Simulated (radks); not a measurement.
Question: Numerical settings for the gallium ion Ga+, [Ar] 3d10 4s2. All-electron calculation, Dirac Kohn-Sham, PBE, spin-unpolarised, spherical densities, point nucleus. Program: a radial shooting solver on a logarithmic mesh with Libxc functionals. The defaults (mesh step 0.008 in ln r, mesh end at 40 bohr or more with all orbitals vanishing there, Anderson mixing 0.5 over 9 steps, residual threshold near 1e-9 with the energy settled to 1e-9 hartree or 1e-11 of itself, here a cap of 73 iterations) give E = -1943.8096 hartree and 4s1/2 at -16.330 eV in 15 iterations. Run on one thread of a shared host, so times are rough (Arm Neoverse V2): 0.09 s of CPU time, 0.09 s wall, 15 iterations on 2546 mesh points. One setting is changed at a time: mesh step in ln r 0.03; mesh step in ln r 0.005; mesh step in ln r 0.012; mesh end (bohr) 2; mesh end (bohr) 3; residual threshold 0.01; residual threshold 0.001; mixing 2.5; linear mixing, mixing 0.2; linear mixing, mixing 0.5; mixing history 20; iteration cap 5. Which runs fail to converge, and which converge to a wrong energy?

Answer: Not converged within the cap: linear mixing, mixing 0.2; iteration cap 5. Settled on a wrong energy, with an occupied level pushed above zero by the early mesh end: mesh end (bohr) 2 (+4.73 hartree). Apart from these: settings that end as converged yet miss the energy by more than 1 mhartree: mesh end (bohr) 3 (+0.618 hartree).
